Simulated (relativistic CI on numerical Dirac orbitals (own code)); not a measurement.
Slater and spin-orbit integrals, Ta20+

Computed by Dirac-Coulomb-Breit CI, KLI orbitals optimised for each configuration, model QED (radiative potential, 1s self-energy scaled to tabulated hydrogen-like ionisation energies), unscaled Slater integrals (own radial code, finite nucleus).

Slater integrals F^k, G^k are unscaled and averaged over j, outside the closed core [Ar] 3d10 4p6 4d10; ζ comes from projecting the Hamiltonian with its Breit term on Σ l·s of the shell.

- 4s2 4f7: F^2(4f,4f) = 205360, F^4(4f,4f) = 132550, F^6(4f,4f) = 96497, ζ(4f) = 5911.4 cm⁻¹; <r>(4f) = 0.4989, <r^2>(4f) = 0.2897 (bohr units).
- 4s2 4f6 5s: F^2(4f,4f) = 208070, F^4(4f,4f) = 134410, F^6(4f,4f) = 97889, ζ(4f) = 6095.4, G^3(4f,5s) = 33287 cm⁻¹; <r>(4f) = 0.4934, <r^2>(4f) = 0.2832, <r>(5s) = 0.8761, <r^2>(5s) = 0.8543 (bohr units).
- 4s2 4f5 5s2: F^2(4f,4f) = 211050, F^4(4f,4f) = 136460, F^6(4f,4f) = 99427, ζ(4f) = 6281.9 cm⁻¹; <r>(4f) = 0.4876, <r^2>(4f) = 0.2762 (bohr units).

Averages of the first 5 configurations, taken without configuration mixing, which lowers the lowest level and can move excited configurations by several eV; other configurations of the list can lie among them:

| Configuration | Parity | States | Average energy above the lowest level (eV) |
| --- | --- | --- | --- |
| 4s2 4f7 | odd | 3432 | 24.4 |
| 4s2 4f6 5s | even | 6006 | 67.6 |
| 4s2 4f5 5s2 | odd | 2002 | 119.2 |
| 4s2 4f6 6s | even | 6006 | 269.7 |
| 4f9 | odd | 2002 | 1146.1 |
